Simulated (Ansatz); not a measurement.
TeCl4. Charge 0, multiplicity 1. Geometry PBE-D4/def2-SVP.

```xyz
5

Te    0.0898   -0.0747   -0.5596
Cl   -0.0984   -2.5341   -0.3626
Cl    0.3092    2.3587   -0.9509
Cl    1.6474    0.0116    1.2403
Cl   -1.9481    0.2386    0.6328
```

In the def2 sets Te takes a core potential; there is no spin–orbit coupling.

Question: Estimate the orbital energies around the gap (eV) in Ansatz with r2SCAN-D4/def2-TZVP, B97M-V/def2-TZVP, PBE0-D4/def2-SVP, r2SCAN0-D4/def2-TZVP, ωB97X-V/def2-TZVP.

Answer: 
```
orbital  r2SCAN-D4/def2-TZVP  B97M-V/def2-TZVP  PBE0-D4/def2-SVP  r2SCAN0-D4/def2-TZVP  ωB97X-V/def2-TZVP
 HOMO−5                -9.12             -9.20            -10.03                -10.46             -12.68
 HOMO−4                -8.47             -8.52             -9.20                 -9.65             -11.73
 HOMO−3                -8.27             -8.32             -9.04                 -9.52             -11.67
 HOMO−2                -8.13             -8.19             -8.92                 -9.39             -11.55
 HOMO−1                -8.07             -8.13             -8.88                 -9.34             -11.49
   HOMO                -7.68             -7.71             -8.30                 -8.68             -10.54
   LUMO                -4.63             -4.51             -3.91                 -3.97              -2.02
 LUMO+1                -4.60             -4.47             -3.86                 -3.97              -2.00
 LUMO+2                -2.75             -2.57             -1.92                 -2.09              -0.18
 LUMO+3                 2.65              2.24              5.73                  3.17               4.59
 LUMO+4                 2.67              2.30              6.15                  3.21               4.61
 LUMO+5                 2.95              2.64              6.38                  3.54               5.10
```
